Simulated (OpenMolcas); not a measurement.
**Multiconfigurational calculation on Nd2+**

Nd2+ among 8 point charges of -1.5 e arranged as a hexagonal bipyramid (D6h), 2.27 Å from the ion, with the axial distance 2.679 Å. The active orbitals were held to one l. With inversion symmetry the input lists one of each pair of outer charges.

Input:

```
&GATEWAY
Coord
1

Nd 0.0 0.0 0.0
Basis=ANO-RCC-VDZP
Group=XYZ
NoMove
AngMom=0.0 0.0 0.0
AMFI
XField
4 Angstrom 0
2.270000 0.000000 0.000000 -1.500000
1.135000 1.965878 0.000000 -1.500000
1.135000 -1.965878 0.000000 -1.500000
0.000000 0.000000 2.678600 -1.500000
&SEWARD
&RASSCF
FileOrb=start.orb
Symmetry=1
Spin=5
nActEl=4 0 0
Inactive=15 12
Ras2=0 7
CIRoot=35 35 1
SDav=35
CIMx=300
Iter=120 100
PrWF=0.3
OrbListing=Nothing
MaxOrb=0
SupSym
0
1
14 13 14 15 16 17 18 19 26 27 28 29 30 31 32
>>> COPY $Project.JobIph JOB001
&RASSCF
FileOrb=start.orb
Symmetry=1
Spin=3
nActEl=4 0 0
Inactive=15 12
Ras2=0 7
CIRoot=162 162 1
SDav=210
CIMx=300
Iter=120 100
PrWF=0.3
OrbListing=Nothing
MaxOrb=0
CIOnly
SupSym
0
1
14 13 14 15 16 17 18 19 26 27 28 29 30 31 32
>>> COPY $Project.JobIph JOB002
&RASSCF
FileOrb=start.orb
Symmetry=1
Spin=1
nActEl=4 0 0
Inactive=15 12
Ras2=0 7
CIRoot=162 162 1
SDav=196
CIMx=300
Iter=120 100
PrWF=0.3
OrbListing=Nothing
MaxOrb=0
CIOnly
SupSym
0
1
14 13 14 15 16 17 18 19 26 27 28 29 30 31 32
>>> COPY $Project.JobIph JOB003
&RASSI
NrOfJobIphs=3 32 104 33
1 2 3 4 5 6 7 8 9 10 11 12 13 14 15 16 17 18 19 20 21 22 23 24 25 26 27
28 29 30 31 32
1 2 3 4 5 6 7 8 9 10 11 12 13 14 15 16 17 18 19 20 21 22 23 24 25 26 27
28 29 30 31 32 33 34 35 36 37 38 39 40 41 42 43 44 45 46 47 48 49 50 51
52 53 54 55 56 57 58 59 60 61 62 63 64 65 66 67 68 69 70 71 72 73 74 75
76 77 78 79 80 81 82 83 84 85 86 87 88 89 90 91 92 93 94 95 96 97 98 99
100 101 102 103 104
1 2 3 4 5 6 7 8 9 10 11 12 13 14 15 16 17 18 19 20 21 22 23 24 25 26 27
28 29 30 31 32 33
IphNames
JOB001
JOB002
JOB003
EJob
SpinOrbit
DIPRint=1.0
SOCoupling=1000.0
Subsets=2
Property=9
'ANGMOM' 1 'ANGMOM' 2 'ANGMOM' 3 'MLTPL  1' 1 'MLTPL  1' 2 'MLTPL  1' 3
'AMFI' 1 'AMFI' 2 'AMFI' 3
SOProperty=3
'ANGMOM' 1 'ANGMOM' 2 'ANGMOM' 3
```

Launched by
```bash
OMP_NUM_THREADS=1 MOLCAS_MEM=2252 MOLCAS_PROJECT=a pymolcas a.inp > a.log  # once for each step of the input, in one work folder
```

A driver script runs the steps one by one and writes start.orb anew before each from the orbitals found so far, so a CI-only block uses the converged orbitals of the first block.

Output, cut to the results:

```
--- SEWARD ---
Basis set label: ND.ANO-RCC...7S6P4D2F1G.

      Electronic valence basis set:
      ------------------
      Associated Effective Charge  60.000000 au
      Associated Actual Charge     60.000000 au
      Nuclear Model: Point charge

      Shell  nPrim  nBasis  Cartesian Spherical Contaminant
         s      25       7        X
         p      22       6        X
         d      15       4                 X
         f      11       2                 X
         g       4       1                 X
                  Relativistic Douglas-Kroll-Hess integrals:
                    - DKH order of Hamiltonian: 2
                    - DKH order of Properties : 0
                  Atomic mean-field integrals
--- RASSCF ---
Wave function specifications:
      -----------------------------

      Number of closed shell electrons          54
      Number of electrons in active shells       4
      Max number of holes in RAS1 space          0
      Max nr of electrons in RAS3 space          0
      Number of inactive orbitals               27
      Number of active orbitals                  7
      Number of secondary orbitals              34
      Spin quantum number                      2.0
      State symmetry                             1
Orbital specifications:
      -----------------------

      Symmetry species                           1   2
                                                ag  au
      Frozen orbitals                            0   0
      Inactive orbitals                         15  12
      Active orbitals                            0   7
      RAS1 orbitals                              0   0
      RAS2 orbitals                              0   7
      RAS3 orbitals                              0   0
      Secondary orbitals                        21  13
      Deleted orbitals                           0   0
      Number of basis functions                 36  32
      Number of CSFs                            35
      Number of root(s) required                35
      Iter CI   SX   CI       RASSCF       Energy    max ROT     max BLB   max BLB  Level Ln srch  Step   QN
          iter iter root      energy       change     param      element    value   shift minimum  type update
 Nr of preliminary CI iterations:   1
      Total energies have been shifted. Add                -9000.00 au
        1   1   11    0  -620.78267311    0.00E+00   6.57E-02   15  20 1 -8.90E-02*  0.00   0.00    SX    NO
        2   1   10    0  -620.78811993   -5.45E-03*  5.34E-02   12  25 1 -5.46E-02*  0.00   0.00    SX    NO
        3   1   11    0  -620.78980735   -1.69E-03*  5.18E-02   10  23 1  5.02E-02*  0.00   0.00    SX    NO
        4   1   10    0  -620.78950040    3.07E-04*  5.04E-02   12  25 1 -4.99E-02*  0.00   0.00    SX    NO
        5   1   11    0  -620.79068108   -1.18E-03*  2.16E-02   12  25 1  4.75E-02*  0.00   0.52    LS   YES
        6   1    9    0  -620.79764826   -6.97E-03*  2.09E-03   10  23 1  6.31E-03*  0.00   1.13    QN   YES
        7   1    7    0  -620.79774483   -9.66E-05*  1.53E-04   12  25 2  3.76E-04*  0.00   1.05    QN   YES
        8   1    6    0  -620.79774506   -2.29E-07* -3.51E-05   12  22 2 -5.46E-05   0.00   1.05    QN   YES
        9   1    5    0  -620.79774506   -2.98E-09  -1.03E-05   12  22 2 -1.05E-05   0.00   1.26    QN   YES
      Convergence after  9 iterations
       10   1    5    0  -620.79774506   -1.71E-10  -1.03E-05   12  25 2 -1.01E-06   0.00   1.26    QN   YES
      Natural orbitals and occupation numbers for root  1
      sym 2:   0.548322   0.499785   0.501369   0.996836   0.501369   0.499785   0.452534
      Natural orbitals and occupation numbers for root  2
      sym 2:   0.518145   0.500000   0.500000   1.000000   0.500000   0.500000   0.481855
      Natural orbitals and occupation numbers for root  3
      sym 2:   0.587741   0.588017   0.994934   0.005066   0.999996   0.411983   0.412264
::    RASSCF root number  1 Total energy:  -9620.86343950
::    RASSCF root number  2 Total energy:  -9620.86340543
::    RASSCF root number  3 Total energy:  -9620.86199700
::    RASSCF root number  4 Total energy:  -9620.86199700
::    RASSCF root number  5 Total energy:  -9620.86068905
::    RASSCF root number  6 Total energy:  -9620.86068905
::    RASSCF root number  7 Total energy:  -9620.85973189
::    RASSCF root number  8 Total energy:  -9620.85758624
::    RASSCF root number  9 Total energy:  -9620.85676341
...
--- RASSI ---
SPIN-FREE ENERGIES:
  (Shifted by EMIN (a.u.) =      -9620.8634395043)

 SF State       Relative EMIN(au)   Rel lowest level(eV)    D:o, cm**(-1)      L_eff

     1             0.0000000000        0.0000000000              0.0000         6.0
     2             0.0000340787        0.0009273290              7.4794         6.0
     3             0.0014424994        0.0392524073            316.5920         6.0
     4             0.0014424994        0.0392524073            316.5920         6.0
     5             0.0027504575        0.0748437612            603.6556         6.0
     6             0.0027504575        0.0748437612            603.6556         6.0
     7             0.0037076153        0.1008893510            813.7275         6.0
     8             0.0058532680        0.1592755371           1284.6438         6.0
     9             0.0066760981        0.1816658832           1465.2342         6.0
    10             0.0066761001        0.1816659379           1465.2346         6.0
    11             0.0075108114        0.2043795900           1648.4326         6.0
    12             0.0075108128        0.2043796283           1648.4329         6.0
    13             0.0077862889        0.2118757137           1708.8929         6.0
    14             0.0585197917        1.5924046547          12843.6097         3.1
    15             0.0585197926        1.5924046782          12843.6099         3.1
    16             0.0588593204        1.6016437011          12918.1276         3.1
    17             0.0588593220        1.6016437453          12918.1280         3.1
    18             0.0610871705        1.6622665899          13407.0842         3.0
    19             0.0634823204        1.7274419412          13932.7589         0.3
    20             0.0675260468        1.8374773412          14820.2542         3.1
    21             0.0693304890        1.8865787144          15216.2835         3.1
...
```

Spin-orbit levels above the lowest:

| E (cm-1) | Degeneracy | 2S+1 | J | |mJ| (%) | g |
| --- | --- | --- | --- | --- | --- |
| 0.0 | 2 | 5 | 4.02 | 4 (100) | 0.00 0.00 4.45 |
| 392.0 | 1 | 5 | 4.02 | 3 (100) |  |
| 489.3 | 1 | 5 | 4.09 | 3 (100) |  |
| 896.7 | 2 | 5 | 4.10 | 2 (97) | 0.00 0.00 1.13 |
| 1187 | 2 | 5 | 4.80 | 5 (77) | 0.00 0.00 6.57 |
| 1399 | 2 | 5 | 4.32 | 1 (76) | 0.00 0.00 1.83 |
| 1534 | 1 | 5 | 4.02 | 0 (98) |  |
| 1617 | 2 | 5 | 5.03 | 4 (95) | 0.00 0.00 6.40 |
| 1891 | 1 | 5 | 5.06 | 3 (100) |  |
| 2140 | 1 | 5 | 5.00 | 3 (100) |  |
| 2354 | 2 | 5 | 4.98 | 2 (97) | 0.00 0.00 3.31 |
| 2497 | 1 | 5 | 5.52 | 6 (51) |  |
| 2515 | 2 | 5 | 4.97 | 1 (98) | 0.00 0.00 1.90 |
| 2585 | 1 | 5 | 6.00 | 6 (98) |  |
| 2643 | 1 | 5 | 5.54 | 0 (50) |  |
| 2901 | 2 | 5 | 6.00 | 5 (98) | 0.00 0.00 10.27 |
| 3219 | 2 | 5 | 6.01 | 4 (96) | 0.00 0.00 7.97 |
| 3421 | 1 | 5 | 6.00 | 3 (100) |  |
| 3632 | 1 | 5 | 5.96 | 3 (100) |  |
| 3743 | 2 | 5 | 5.95 | 2 (96) | 0.00 0.00 4.08 |

High states are left out of the spin-orbit mixing, which shifts the levels that they would mix with. This is an electrostatic model: the charges have no orbitals. An unlabelled pair can be two single states that coincide in this model. The first state left out of the spin-orbit step lies near 35000 cm-1 above the lowest spin-free state of the reference (among the parities and spins computed), and the lists stop at four fifths of that energy or lower. No measured value stands beside these numbers.

With an even number of electrons the g values are those of a degenerate or nearly degenerate non-Kramers pair.
